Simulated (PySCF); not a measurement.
H$_{3}$Si (SMILES [SiH3]), doublet, at a GFN2-xTB geometry. Base run: M062X/aug-cc-pVDZ (PySCF).

PySCF was given this input:
```python
from pyscf import gto, scf, dft

mol = gto.Mole()
mol.atom = '''
    Si    0.002057    0.000655    0.056047
    H    -0.612160    1.275979   -0.254387
    H     1.398465   -0.120902   -0.311854
    H    -0.815104   -1.164248   -0.218419
'''
mol.basis = 'aug-cc-pvdz'
mol.charge = 0
mol.spin = 1
mol.verbose = 4
mol.build()

mf = dft.UKS(mol)
mf.xc = 'm062x'
mf.kernel()
```

The base run was repeated with changes; each row names its change, and settings that it needs were set with it.

```
change                               ΔE vs base (mEh)  grid points  electrons on the grid
-----------------------------------  ----------------  -----------  ---------------------
base                                            0.000        48608               17.00000
grids.atom_grid = (75, 302)                     0.008        58384               17.00000
grids.radi_method = mura_knowles                0.005        46144               17.00000
grids.level = 0                                80.916         3488               16.99973
grids.prune = off                               0.000        80024               17.00000
grids.radi_method = gauss_chebyshev             0.001        47440               17.00000
grids.radi_method = delley                     -0.019        52112               17.00000
grids.atom_grid = (150, 974)                    0.007       324720               17.00000
grids.atom_grid = (30, 110)                     1.652         9880               16.99985
grids.level = 1                                -0.216        13832               17.00001
grids.atom_grid = (50, 194)                    -0.231        26440               17.00000
```

Open shells are given as the SCF converged; they aren't shown to be the lowest states, and a large step between rows can be another state.
